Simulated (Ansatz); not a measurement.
Geometry optimisation, Ansatz, RKS PBE/STO-3G.

Input:

```yaml
crystal:
  periodic: [false, false, false]
  atoms:
    - { symbol: F, position_ang: [0.5829, -2.10383, 1.04696] }
    - { symbol: C, position_ang: [0.01351, -1.15825, 0.23051] }
    - { symbol: Si, position_ang: [0.33674, 0.55579, 0.49332] }
    - { symbol: S, position_ang: [-0.59123, 1.93305, -0.8608] }
    - { symbol: H, position_ang: [-0.30799, -1.60722, -0.70046] }
    - { symbol: H, position_ang: [-0.631, -0.43798, 0.73441] }
    - { symbol: H, position_ang: [-0.92745, 1.03884, -1.77679] }
basis:
  gaussian: { orbitals: STO-3G }
hamiltonian:
  xc: pbe
relax:
  f_tol: 0.02
  max_steps: 50
```

Launched with:

```bash
$ ansatz run input.yaml --threads 1 --pin off --max-ram 2048MiB --backend cpu --events-out ev --progress --plain --runs-dir out
```

Question: Where does it end, and by what steps?

Answer: The run converged. Limits of this set-up: minimal basis. After 13 steps the energy has fallen by 3.383 eV; H6 moved furthest, 0.69 Å. Parted: Si3–H6.

```tsv
step	energy less start (eV)	largest force component (eV/Å)	accepted
0	0.0000	7.436	yes
1	-1.7304	3.374	yes
2	-2.3828	1.373	yes
3	-2.9774	1.317	yes
4	-3.2838	0.549	yes
5	-3.3344	0.718	yes
6	-3.3561	0.367	yes
7	-3.3708	0.091	yes
8	-3.3768	0.132	yes
9	-3.3791	0.231	yes
10	-3.3815	0.111	yes
11	-3.3821	0.074	yes
12	-3.3829	0.046	yes
13	-3.3831	0.016	yes
```

```xyz
7
Properties=species:S:1:pos:R:3
F 0.511 -1.992 1.065
C -0.048 -0.964 0.263
Si 0.840 0.797 0.436
S -0.414 1.778 -0.963
H -0.031 -1.287 -0.819
H -1.143 -0.851 0.515
H -1.240 0.739 -1.331
```

Time of the run: 23 s on 1 CPU thread of a shared host.
